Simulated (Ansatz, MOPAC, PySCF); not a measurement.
Isomers of C2H4Cl2: 1 is ClCCCl, 2 is CC(Cl)Cl; one conformer of each (the lowest of an xTB search), B3LYP-D3(BJ)/def2-TZVP minima.
Isomer 1 (charge 0, multiplicity 1):
```xyz
8

Cl    -1.8053     0.9198     0.7834
C     -0.7151    -0.2282    -0.0823
C      0.7151     0.2282     0.0823
Cl     1.8053    -0.9198    -0.7834
H     -0.8734    -1.2117     0.3507
H     -1.0158    -0.2334    -1.1260
H      0.8734     1.2117    -0.3507
H      1.0158     0.2333     1.1260
```
Isomer 2 (charge 0, multiplicity 1):
```json
[
 {"atom": "C", "x (Å)": "-0.8209", "y (Å)": "-0.1219", "z (Å)": "-0.0501"},
 {"atom": "C", "x (Å)": "0.6583", "y (Å)": "0.0718", "z (Å)": "0.1723"},
 {"atom": "Cl", "x (Å)": "1.1520", "y (Å)": "1.7518", "z (Å)": "-0.2299"},
 {"atom": "Cl", "x (Å)": "1.6111", "y (Å)": "-1.1067", "z (Å)": "-0.7929"},
 {"atom": "H", "x (Å)": "-1.0733", "y (Å)": "0.0436", "z (Å)": "-1.0962"},
 {"atom": "H", "x (Å)": "-1.1018", "y (Å)": "-1.1384", "z (Å)": "0.2267"},
 {"atom": "H", "x (Å)": "-1.3785", "y (Å)": "0.5839", "z (Å)": "0.5660"},
 {"atom": "H", "x (Å)": "0.9531", "y (Å)": "-0.0841", "z (Å)": "1.2040"}
]
```

No zero-point or thermal terms.

Correlated levels freeze the cores. CBS: X⁻³ extrapolation of the correlation energy, Hartree–Fock from the larger set. Rows in 3-21G, 6-311+G**, 6-31G* carry no dispersion term and start afresh at each structure (6-31G* with six Cartesian d functions). MP2/6-31G* freezes PySCF's default core. The state that AM1, PM6, PM7 reach isn't checked; PM7 holds dispersion and hydrogen-bond terms.

Programs: Ansatz (a first-principles code); MOPAC for AM1, PM6, PM7 (differences of heats of formation); PySCF for 3-21G rows, 6-311+G** rows, 6-31G* rows, the dispersion terms. Each number belongs to the level named beside it.

Other levels give for the electronic energy of isomer 2 less that of isomer 1: PBE/def2-TZVPP 0.08; B3LYP/def2-TZVPP 1.05; B3LYP-D3(BJ)/def2-TZVPP 0.64; wB97M-V/def2-TZVPP 0.32; CCSD(T)/CBS(cc-pV(T+d)Z, cc-pV(Q+d)Z) 0.60 kcal/mol.

Problem. What do these common cheap choices give for the same quantity: AM1, PM6, PM7, HF/6-31G*, BP86/6-31G*, B3LYP/3-21G, B3LYP/6-311+G**, MP2/6-31G*?

Solution. AM1 2.21; PM6 -0.74; PM7 -1.34; HF/6-31G* 3.45; BP86/6-31G* 0.81; B3LYP/3-21G 1.92; B3LYP/6-311+G** 1.24; MP2/6-31G* 0.48 kcal/mol. They span -1.34 to 3.45 kcal/mol.
